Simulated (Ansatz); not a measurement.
Input for Ansatz (an electronic-structure program): R-BHLYP/def2-TZVPPD on N2 (SMILES N#N) with ghost functions. Files ending in .json are basis or fitting sets from the Basis Set Exchange.

Ansatz 0.2 input:
```yaml
crystal:
  periodic: [false, false, false]
  atoms:
    - {symbol: N, position_ang: [-0.34312846, 0.10551158, -0.85592625]}
    - {symbol: N, position_ang: [0.26455742, -0.08135483, 0.03025079]}
basis:
  gaussian:
    orbitals: def2-TZVPPD.json
    ghost_atoms:
      - {symbol: C, position_ang: [0.56148386, -0.24332886, 3.19898046]}
      - {symbol: O, position_ang: [-0.48424015, 0.02542717, 3.72043595]}
      - {symbol: H, position_ang: [0.83024462, -1.28006895, 2.91903491]}
      - {symbol: H, position_ang: [1.31858377, 0.52981404, 2.96558228]}
hamiltonian:
  xc: {name: BHLYP}
scf: {lower_state_search: off}
```

The head of its log:

```
WARN ansatz: RAYON_NUM_THREADS=2 ignored (pool sized by the plan → 2); use --threads N
Functional definition: BHLYP
these checks for a lower state are left out or cut short: stability, starts, cluster_reference, orbital_swaps, neighbouring_geometries, increment
integrals: 0.06 GiB planned
828 factors; their error is unknown
mean field: 0.65 GiB planned
mean field evaluation 1: about -2979.4029 eV, gradient 1.7e1 eV
mean field evaluation 2: about -2979.8215 eV, gradient 8.6e0 eV
```

Q: Predict the final total energy.

A: -109.5126 hartree.
